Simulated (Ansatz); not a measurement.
Geometry optimisation, Ansatz, RKS r2SCAN-D4/STO-3G.

Input file:

```yaml
crystal:
  periodic: [false, false, false]
  atoms:
    - { symbol: Si, position_ang: [0.0, 0.0, 0.0] }
    - { symbol: O, position_ang: [0.0, 0.0, 1.68] }
    - { symbol: C, position_ang: [-1.1112, -0.3437, 2.4945] }
    - { symbol: H, position_ang: [-1.814, -0.9775, 1.9143] }
    - { symbol: H, position_ang: [-0.7584, -0.9037, 3.3856] }
    - { symbol: H, position_ang: [-1.6313, 0.5809, 2.8212] }
    - { symbol: C, position_ang: [1.7634, 0.0, -0.6227] }
    - { symbol: H, position_ang: [2.1111, -1.0463, -0.7509] }
    - { symbol: H, position_ang: [1.8119, 0.5276, -1.5981] }
    - { symbol: H, position_ang: [2.4154, 0.5187, 0.1108] }
    - { symbol: O, position_ang: [-0.7913, 1.3709, -0.5594] }
    - { symbol: H, position_ang: [-1.7491, 1.1401, -0.7818] }
    - { symbol: C, position_ang: [-0.8808, -1.5259, -0.6227] }
    - { symbol: H, position_ang: [-1.3804, -2.0377, 0.2261] }
    - { symbol: H, position_ang: [-1.6409, -1.2332, -1.3768] }
    - { symbol: H, position_ang: [-0.1449, -2.2146, -1.0879] }
basis:
  gaussian: { orbitals: STO-3G }
hamiltonian:
  xc: r2scan
  dispersion: d4
relax:
  f_tol: 0.02
  max_steps: 40
```

Run as:

```bash
$ ansatz run input.yaml --threads 1 --pin off --max-ram 2048MiB --backend cpu --events-out ev --progress --plain --runs-dir out
```

Where does it end, and by what steps?

It converged. The force dipped under the threshold on the way, but the program's further checks kept it going. Limits of this set-up: minimal basis. After 26 steps the energy has fallen by 0.455 eV; H16 moved furthest, 1.11 Å.

| step | energy less start (eV) | largest force component (eV/Å) | accepted |
| --- | --- | --- | --- |
| 0 | 0.0000 | 2.323 | yes |
| 1 | -0.2925 | 0.595 | yes |
| 2 | -0.3484 | 0.407 | yes |
| 3 | -0.3849 | 0.603 | yes |
| 4 | -0.4012 | 0.572 | yes |
| 5 | -0.4206 | 0.158 | yes |
| 6 | -0.4259 | 0.042 | yes |
| 7 | -0.4266 | 0.140 | yes |
| 8 | -0.4280 | 0.040 | yes |
| 9 | -0.4299 | 0.011 | yes |
| 10 | -0.4082 | 0.551 | no |
| 11 | -0.4319 | 0.032 | yes |
| 12 | -0.4326 | 0.209 | yes |
| 13 | -0.4358 | 0.098 | yes |
| 14 | -0.4395 | 0.159 | yes |
| 15 | -0.4484 | 0.072 | yes |
| 16 | -0.4492 | 0.047 | yes |
| 17 | -0.4379 | 0.610 | no |
| 18 | -0.4495 | 0.110 | yes |
| 19 | -0.4533 | 0.047 | yes |
| 20 | -0.4542 | 0.033 | yes |
| 21 | -0.4541 | 0.135 | no |
| 22 | -0.4539 | 0.117 | no |
| 23 | -0.4545 | 0.004 | yes |
| 24 | -0.4547 | 0.084 | yes |
| 25 | -0.4550 | 0.025 | yes |
| 26 | -0.4550 | 0.010 | yes |

```xyz
16
Properties=species:S:1:pos:R:3
Si 0.039 -0.093 0.035
O 0.150 -0.258 1.747
C -1.171 -0.293 2.359
H -1.802 -1.146 2.019
H -1.030 -0.405 3.452
H -1.763 0.639 2.200
C 1.814 -0.055 -0.538
H 2.344 -0.965 -0.238
H 1.877 0.025 -1.629
H 2.349 0.799 -0.109
O -0.657 1.404 -0.409
H -1.661 1.245 -0.324
C -0.925 -1.531 -0.712
H -0.614 -2.483 -0.269
H -2.006 -1.433 -0.562
H -0.745 -1.593 -1.791
```

Whether the end is a true minimum wasn't checked by a vibrational analysis.

The run took 2.3 min on 1 thread of Arm Neoverse V2, with other jobs on the host, peak memory 0.16 GiB.
